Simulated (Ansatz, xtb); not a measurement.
**A geometry optimisation of F2H3OSiSn+ with r2SCAN-D4/def2-SVP**

The starting geometry of this gas-phase singlet was built from a drawn formula by distance geometry and a force field; its bonds are those of `[OH2+][Si][SnH]([F])[F]`.

```yaml
atoms:
  - { symbol: F, position_ang: [-1.8409, -0.1797, -1.8717] }
  - { symbol: F, position_ang: [1.0220, -1.2890, -1.2420] }
  - { symbol: O, position_ang: [-1.5527, -1.7397, 1.8872] }
  - { symbol: Si, position_ang: [-0.9286, -0.2309, 1.6561] }
  - { symbol: Sn, position_ang: [-0.2770, 0.0335, -0.8074] }
  - { symbol: H, position_ang: [-2.3023, -1.8250, 1.2455] }
  - { symbol: H, position_ang: [-0.8868, -2.3336, 1.6117] }
  - { symbol: H, position_ang: [0.3653, 1.6853, -1.0673] }
```

**Question.** Where would you expect an optimisation with r2SCAN-D4/def2-SVP to take it?

**Answer.** It rearranges, giving a structure with F1 bridging Sn5 and H6, given below by its coordinates. Distances that change by over a tenth: F1–Sn5 (1.90 → 2.25 Å), F2–Sn5 (1.90 → 2.42 Å). Contacts that open: O3–H6 (0.99 → 1.46 Å), Si4–Sn5 (2.56 → 3.93 Å). Contacts that close: F1–H6 (3.55 → 1.00 Å), F2–Si4 (3.65 → 1.70 Å).

The energy falls by 5.01 eV over 34 steps:

```tsv
step	E − E(last) (eV)
1	5.010
5	3.163
8	2.580
12	1.203
16	0.612
19	0.142
23	0.038
27	0.004
30	0.001
34	0.000
```

Final geometry (Å):

| atom | x (Å) | y (Å) | z (Å) |
| --- | --- | --- | --- |
| F | -2.1853 | -0.1903 | -0.4345 |
| F | 0.2126 | 0.1467 | 0.9289 |
| O | -1.0861 | -1.9004 | 0.9199 |
| Si | 0.3185 | -1.3538 | 1.7190 |
| Sn | -0.5955 | 1.2879 | -1.0418 |
| H | -1.8386 | -0.9773 | 0.0727 |
| H | -1.4315 | -2.7982 | 1.0745 |
| H | 0.2047 | -0.0936 | -1.8266 |

From the same start GFN2-xTB ends elsewhere, differing in F1–Si4 (1.63 against 3.50 Å here), F1–Sn5 (3.29 against 2.25 Å here), F1–H6 (2.48 against 1.00 Å here), O3–H6 (0.97 against 1.46 Å here), Si4–Sn5 (2.86 against 3.93 Å here).

The end wasn't checked by frequencies. Atoms past krypton carry core potentials, without spin–orbit terms. Run with Ansatz 0.2.0, 100 s on 2 threads of Arm Neoverse V1, on a shared host.
